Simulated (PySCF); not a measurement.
The dipole of `c1(ccc(C=C)cc1)F` from its density and from atomic charges.

Coordinates (PBE0-D3(BJ)/def2-SVP, Å) and charges (e) from the PBE0/pcSseg-1 density (PySCF):

```tsv
atom	x	y	z	Mulliken	IAO	Hirshfeld	ESP-fitted
C1	2.726	-1.396	0.623	-0.1353	-0.3086	-0.0996	-0.4272
C2	2.235	-0.361	-0.069	-0.1369	-0.1348	-0.0467	-0.1789
C3	0.859	0.149	-0.059	-0.2130	-0.0142	-0.0085	+0.1179
C4	0.533	1.254	-0.860	-0.0286	-0.1377	-0.0417	-0.1783
C5	-0.755	1.780	-0.891	-0.1490	-0.1929	-0.0683	-0.3142
C6	-1.736	1.188	-0.107	+0.3381	+0.2973	+0.0882	+0.4105
F7	-2.975	1.676	-0.126	-0.2727	-0.2616	-0.0785	-0.2029
C8	-1.453	0.091	0.701	-0.1449	-0.1891	-0.0662	-0.3630
C9	-0.162	-0.420	0.720	-0.0119	-0.1327	-0.0390	-0.0968
H10	3.775	-1.684	0.533	+0.1279	+0.1547	+0.0496	+0.1908
H11	2.111	-1.994	1.302	+0.1247	+0.1397	+0.0449	+0.1806
H12	2.918	0.187	-0.728	+0.0924	+0.1432	+0.0463	+0.1553
H13	1.311	1.714	-1.475	+0.0881	+0.1516	+0.0528	+0.1582
H14	-1.010	2.639	-1.514	+0.1141	+0.1670	+0.0571	+0.1917
H15	-2.251	-0.346	1.304	+0.1128	+0.1666	+0.0568	+0.1988
H16	0.054	-1.280	1.356	+0.0941	+0.1513	+0.0530	+0.1574
```

Problem. Compute μ = Σ q r for each scheme (1 e·Å = 4.803 D) and compare with the dipole of the full density.

Solution. The full density gives (1.14, -0.44, 0.01) D, 1.22 D in size; dipole vectors point from the negative to the positive end.

```
    scheme    μx     μy     μz  size (D)  share of the full size (%)  angle to the full dipole (°)
  Mulliken  2.13  -1.50   0.57      2.67                         218                            18
       IAO  2.09  -0.71  -0.06      2.21                         181                             3
 Hirshfeld  0.64  -0.22  -0.01      0.68                          55                             2
ESP-fitted  1.17  -0.46   0.01      1.25                         103                             0
```

Problem. Which set comes closest?

Solution. Length of the difference vector: ESP-fitted 0.03 D, Hirshfeld 0.55 D, IAO 1.00 D, Mulliken 1.56 D. Closest: ESP-fitted. The schemes that divide the density aren't constrained to reproduce the dipole.

Problem. What is left for the Hirshfeld atoms' own dipoles?

Solution. The Hirshfeld atoms' densities add up to the full density, so μ = Σ q r + Σ (atomic dipoles). The atomic dipoles sum to (1.14, -0.44, 0.01) − (0.64, -0.22, -0.01) = (0.50, -0.22, 0.02) D, 0.55 D in size.

Problem. With the origin at the mean of the coordinates, (0.386, 0.200, 0.045) Å, which are the largest single terms, by size, of the ESP-fitted dipole along the direction of the full one?

Solution. C1 -5.67, C6 -4.61, F7 +3.57, H10 +3.52, C8 +2.92 D; all 16 atoms together +1.25 D. The single terms depend on the origin, their sum doesn't.

Problem. Give the size of the full dipole in other units.

Solution. 1.22 D = 0.480 au = 0.254 e·Å = 4.07 × 10⁻³⁰ C·m.

One conformer (not necessarily the lowest) at the PBE0-D3(BJ)/def2-SVP geometry, without solvent, vibrations or thermal averaging.

Conformer computed: `[CH2:1]=[CH:2][c:3]1[cH:4][cH:5][c:6]([F:7])[cH:8][cH:9]1`: C1–C2–C3–C4 180°.
